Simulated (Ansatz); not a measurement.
Input file for F$_{6}$Sb−, SMILES `[F][Sb-]([F])([F])([F])([F])[F]`:

```yaml
crystal:
  periodic: [false, false, false]
  atoms:
    - {symbol: F, position_ang: [-1.722073, -0.350889, 0.709785]}
    - {symbol: Sb, position_ang: [0.000005, 0.000005, 0.000013]}
    - {symbol: F, position_ang: [0.727635, -1.369616, 1.089554]}
    - {symbol: F, position_ang: [-0.311414, -1.262369, -1.379055]}
    - {symbol: F, position_ang: [-0.727609, 1.369709, -1.089434]}
    - {symbol: F, position_ang: [0.311345, 1.262559, 1.378964]}
    - {symbol: F, position_ang: [1.722101, 0.350600, -0.709826]}
basis:
  gaussian: {orbitals: def2-SVPD}
total_charge: -1
correlation: {method: ccsd_t}
```

```sh
$ ansatz run in.yaml --threads 4 --pin off --events-out ev --progress --plain --max-ram 11315MiB
```

Output of Ansatz, abridged:

```
Functional definition: HF
1741 factors; integrals over basis functions are off by at most 1.1e-4 eV
mean field evaluation 1: about -22735.2731 eV, gradient 4.7e1 eV
mean field evaluation 2: about -22735.2938 eV, gradient 4.7e1 eV
mean field evaluation 4: about -22739.0099 eV, gradient 3.3e0 eV
mean field evaluation 8: about -22739.0296 eV, gradient 5.1e-5 eV
mean field -22739.02964634 eV, -835.6439264351 hartree, gradient 2.6e-6 eV, S^2 0.000000; 0 other end points of the search recorded, 0 dependent functions left out
10 core orbitals not correlated: weight in the atoms' cores, before any rotation towards them, 1.000 or more for the frozen orbitals, at most 0.000 for the correlated occupied ones
reference -22739.02964634 eV, -835.6439264351 hartree; 29, 29 occupied and 131, 131 virtual orbitals, 1741 factors
second order -36.94603902 eV of doubles, -0.00000000 eV of singles
cycle   1  -35.88855934 eV  change     1.1e0 eV  update   1.6e-1
cycle   2  -36.76351549 eV  change   -8.7e-1 eV  update   4.7e-2
cycle   3  -36.95896725 eV  change   -2.0e-1 eV  update   2.2e-2
cycle   4  -36.94481991 eV  change    1.4e-2 eV  update   3.7e-3
cycle   5  -36.93705569 eV  change    7.8e-3 eV  update   1.4e-3
cycle   6  -36.93760845 eV  change   -5.5e-4 eV  update   3.8e-4
cycle   7  -36.93769404 eV  change   -8.6e-5 eV  update   1.3e-4
cycle   8  -36.93756287 eV  change    1.3e-4 eV  update   3.8e-5
cycle   9  -36.93753804 eV  change    2.5e-5 eV  update   9.4e-6
perturbative correction -0.89439415 eV, -0.0328683786 hartree
Total energy: -22776.86157853 eV, -837.0342242997 hartree
```

Run time 2.2 min (4 threads of an Arm Neoverse V2 on a shared host); peak host memory 2.4 GiB.

The correlation energy is -37.832 eV, 2.4 % of it from (T); the T1 diagnostic reads 0.0145.
